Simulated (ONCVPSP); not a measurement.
# strontium (Sr), ONCV: configuration errors across variants

ONCVPSP 4.0.1 input, shortened (lines: element, Z, core and valence counts, functional; n l f; lmax; l rc ep ncon nbas qcut; lloc lpopt rc5 dvloc0; l nproj debl; icmod fcfact rcfact), PBE, scalar-relativistic:

```
  Sr 38.00    6    3        4      upf
    1    0    2.00
    2    0    2.00
    2    1    6.00
    3    0    2.00
    3    1    6.00
    3    2   10.00
    4    0    2.00
    4    1    6.00
    5    0    2.00
    3
    0    2.50    0.00    3    7    4.50
    1    1.70    0.00    5    9    5.50
    2    2.45    0.19    5    9    4.10
    3    2.65    0.38    4    7    4.10
    4    5    1.15    4.00
    0    2    4.00
    1    2    3.70
    2    1    2.30
    3    2    3.30
    0    0.00    0.00
```

In the d channel the program set the typed energies aside and used 0.050 Ha.

All-electron excitation energies from the reference (eV): (1) 4s2 4p6 5s1 5.885; (2) 4s2 4p6 5s0 16.891; (3) 4s2 4p6 5s1.5 2.339; (4) 4s1 4p6 5s2 47.022.

A true bound ghost makes a file unfit for plane-wave use even where its test errors are small: the radial tests pick states by their node count and pass the ghost by.

Errors AE − PS in meV (a dash: test not solved or not reliable):

| change | (1) | (2) | (3) | (4) | bound ghosts | GHOST(+) flags above zero |
| --- | --- | --- | --- | --- | --- | --- |
| base | -0.6 | -3.5 | -0.2 | -305 | none | f |
| s: qcut 2.9; p: qcut 3.5; d: qcut 2.6; f: qcut 2.6 | -0.5 | -4.0 | -0.1 | -267 | none | s, d, f |
| s: qcut 3.7; p: qcut 4.5; d: qcut 3.4; f: qcut 3.4 | -0.5 | -3.7 | -0.1 | -327 | f | s |
| s: qcut 4.8; p: qcut 5.9; d: qcut 4.4; f: qcut 4.4 | -0.6 | -3.4 | -0.2 | -286 | none | none |
| s: qcut 5.3; p: qcut 6.5; d: qcut 4.8; f: qcut 4.8 | -0.6 | -3.2 | -0.2 | -244 | none | none |
| s: qcut 5.8; p: qcut 7.1; d: qcut 5.3; f: qcut 5.3 | -0.6 | -2.7 | -0.2 | -191 | none | s |
| s: qcut 6.4; p: qcut 7.9; d: qcut 5.9; f: qcut 5.9 | -0.5 | -2.0 | -0.2 | -136 | none | none |

(1) Give the same row for: s: qcut 4.3; p: qcut 5.2; d: qcut 3.9; f: qcut 3.9.

## Answers

(1) -0.6, -3.6, -0.2, -316; bound ghosts: none; GHOST(+) flags above zero: f.
